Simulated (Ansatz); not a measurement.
CH6SSiTe, SMILES CS[Te][SiH3].

The structure is a stationary point at B3LYP-D3(BJ)/def2-SVP. The structure was generated by enumeration, and PubChem lists no compound with its InChIKey, so it may never have been made. The def2 effective core potentials stand for the cores of Te; spin–orbit coupling is left out. Other conformers were not sampled.

Two levels are set side by side: PBE/def2-SVPD (Ansatz, a program for electronic structure) and PBE0/def2-SVPD (Ansatz). Energy differences of separate SCF runs at the same geometry; the states with an electron removed or added have multiplicity 2 and 2. Differences are taken from unrounded values.

```csv
quantity,PBE0,PBE,PBE minus PBE0
vertical ionisation energy (eV),8.37,8.18,-0.19
vertical electron affinity (eV),0.44,0.46,0.02
vertical singlet–triplet gap (eV),2.63,2.51,-0.12
```
